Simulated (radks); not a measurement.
Results of a calculation; reference values are marked as such.
Task: Radial electron density D(r) = 4 pi r^2 rho(r) of an atom or ion with 7 electrons. Code: a radial shooting solver on a logarithmic mesh with Libxc functionals. Model: scalar-relativistic Kohn-Sham, RPBE, spin-polarised, spherical densities, point nucleus.

```
   r/bohr * D(r) (the largest magnitude, 8.57, reaches the edge; | marks zero)
  0.01056 | *
    0.013 |   *
    0.016 |    *
   0.0197 |      *
  0.02426 |         *
  0.02986 |             *
  0.03706 |                  *
  0.04563 |                         *
  0.05618 |                                *
  0.06917 |                                       *
  0.08517 |                                               *
   0.1049 |                                                    *
   0.1291 |                                                      *
    0.159 |                                                    *
   0.1957 |                                             *
    0.241 |                                   *
   0.2967 |                          *
   0.3653 |                    *
   0.4497 |                   *
   0.5537 |                      *
   0.6817 |                          *
   0.8394 |                            *
    1.042 |                        *
    1.283 |                  *
    1.579 |          *
    1.944 |    *
    2.394 | *
    2.947 |*
    3.629 *
    4.468 *
```

What is the nuclear charge?

Result: Z = 8. The innermost maximum, from 1s, lies near gamma/Z bohr with gamma = sqrt(1 - (Z/c)^2) = 0.998, here 0.125 bohr (found: 0.129), and its height grows with Z. The density is that of the oxygen ion O+ in [He] 2s2 2p3; the configuration itself is not fixed sharply by these data. D(r) has 2 maxima, at r = 0.129, 0.813 bohr, and minima at 0.422 bohr, inside which lie 2.19 electrons.
